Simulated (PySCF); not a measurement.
# Correlation energy of As⁺ (arsenic, charge +1)

[Ar] 3d10 4s2 4p2, high-spin 3P determinant. All numbers are calculated (PySCF 2.14, scalar relativity by spin-free X2C-1e, in aug-cc-pVDZ-DK (6s5p3d, 36 functions)). Frozen: [Ar] 3d10; 4 electrons correlated.

```tsv
level	correlation energy (mhartree)
CCSD	-59.12
(T)	-0.72
CCSD(T)	-59.84
CCSDT	-60.08
FCI	-60.11
```

Diagnostics: T1 = 0.0069, D1 = 0.0191, largest double amplitude 0.093, weight of the Hartree-Fock determinant in FCI 0.9521 (33880 determinants).

Cost of the coupled-cluster step: roughly 0.4 core-seconds, for 4 correlated electrons.

Iterations:

```
CC2 = 0
CCSD nocc = (np.int64(3), np.int64(1)), nmo = (22, 22)
frozen orbitals [[0, 1, 2, 3, 4, 5, 6, 7, 8, 9, 10, 11, 12, 13], [0, 1, 2, 3, 4, 5, 6, 7, 8, 9, 10, 11, 12, 13]]
max_cycle = 100
direct = 0
conv_tol = 1e-08
conv_tol_normt = 1e-06
diis_space = 8
diis_start_cycle = 0
Init t2, MP2 energy = -0.0427567823632091
Init E_corr(UCCSD) = -0.0427567823638251
cycle = 1  E_corr(UCCSD) = -0.0541497818597195  dE = -0.0113929995  norm(t1,t2) = 0.0458648
cycle = 2  E_corr(UCCSD) = -0.0573841636582632  dE = -0.0032343818  norm(t1,t2) = 0.0166487
cycle = 3  E_corr(UCCSD) = -0.0591310248848673  dE = -0.00174686123  norm(t1,t2) = 0.00720589
cycle = 4  E_corr(UCCSD) = -0.0591147195157259  dE = 1.63053691e-05  norm(t1,t2) = 0.00124147
cycle = 5  E_corr(UCCSD) = -0.0591251844029335  dE = -1.04648872e-05  norm(t1,t2) = 0.000165525
cycle = 6  E_corr(UCCSD) = -0.0591218537224062  dE = 3.33068053e-06  norm(t1,t2) = 2.61493e-05
cycle = 7  E_corr(UCCSD) = -0.059123218659636  dE = -1.36493723e-06  norm(t1,t2) = 4.49209e-06
cycle = 8  E_corr(UCCSD) = -0.0591228448976509  dE = 3.73761985e-07  norm(t1,t2) = 1.25551e-06
cycle = 9  E_corr(UCCSD) = -0.0591228841483972  dE = -3.92507464e-08  norm(t1,t2) = 1.956e-07
cycle = 10  E_corr(UCCSD) = -0.0591228850314259  dE = -8.83028657e-10  norm(t1,t2) = 3.25483e-08
UCCSD converged
E(UCCSD) = -2258.630243660965  E_corr = -0.05912288503142589
UCCSD(T) correction = -0.000716292404380892
```
